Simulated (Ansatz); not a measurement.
Born–Oppenheimer molecular dynamics of ClGeH3 (5 atoms, charge 0, multiplicity 1). It starts from a relaxed structure.

Level of theory: RKS PBE0/def2-TZVP (Ansatz 0.2.0).

```
ensemble                      : NVE (velocity Verlet)
time step                     : 0.5 fs
steps asked                   : 250
starting velocities drawn for : 700 K
masses                        : H 10 u
seed                          : 463703
```

First frame:

```xyz
5
Properties=species:S:1:pos:R:3
Ge 0.013 -0.022 0.009
H -0.019 0.033 1.540
H 1.446 0.033 -0.531
Cl -1.003 1.738 -0.710
H -0.751 -1.235 -0.531
```

Task: How far do the bonds stretch over the last three quarters of this one trajectory? (Pairs bonded in most of those frames.)

Result: 
```csv
bond,mean (Å),spread (Å),shortest,longest
Ge1–H2,1.539,0.035,1.49,1.60
Ge1–H3,1.537,0.020,1.50,1.57
Ge1–Cl4,2.159,0.007,2.15,2.17
Ge1–H5,1.535,0.030,1.49,1.59
```

Mean temperature of the second half: 363 K. The conserved energy stayed within 0.016 meV per atom of its start (net change 0.011 meV per atom), so the integration is sound. The temperature averaged 0.52 of the 700 K drawn at the start: a run that starts near a minimum puts about half its kinetic energy into the potential. A run of 0.12 ps of so small a system gives no equilibrium averages.

Time of the run: 2.3 min on 4 threads of Arm Neoverse V2 (shared host), peak memory 0.19 GiB.
